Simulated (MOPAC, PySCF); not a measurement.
C4H4BFO, SMILES `Bc1c(F)coc1`, neutral singlet in the gas phase. 

Cartesian coordinates (Å):
```xyz
11

B      1.9499     0.1436    -0.0327
C      0.4360    -0.0387    -0.0154
C     -0.2508    -1.2348    -0.1350
O     -1.5760    -1.0609    -0.0817
C     -1.8228     0.2807     0.0780
C     -0.6273     0.9296     0.1222
F     -0.4518     2.2354     0.2672
H      2.4468     1.2348     0.0797
H      2.6567    -0.8261    -0.1615
H      0.0989    -2.2576    -0.2609
H     -2.8595     0.5940     0.1400
```
Charge 0, spin multiplicity 1.

All levels are single points at this geometry (B3LYP-D3(BJ)/def2-SVP); Pople sets use spherical d functions. Orbital energies aren't observables, and empty levels follow the basis.

PM3 in MOPAC gives dipole (D) = 2.54.

Estimate the dipole (D) from each of these levels: M06-2X/def2-TZVP in PySCF; B3LYP/3-21G in PySCF; B3LYP/6-31G* in PySCF; SVWN5/6-31G* in PySCF; HF/3-21G in PySCF; HF/STO-3G in PySCF; AM1 in MOPAC; PM6 in MOPAC.


```
level                      dipole (D)
-------------------------  ----------
M06-2X/def2-TZVP in PySCF        1.69
B3LYP/3-21G in PySCF             1.66
B3LYP/6-31G* in PySCF            1.71
SVWN5/6-31G* in PySCF            1.83
HF/3-21G in PySCF                1.68
HF/STO-3G in PySCF               1.26
AM1 in MOPAC                     1.58
PM6 in MOPAC                     1.64
```
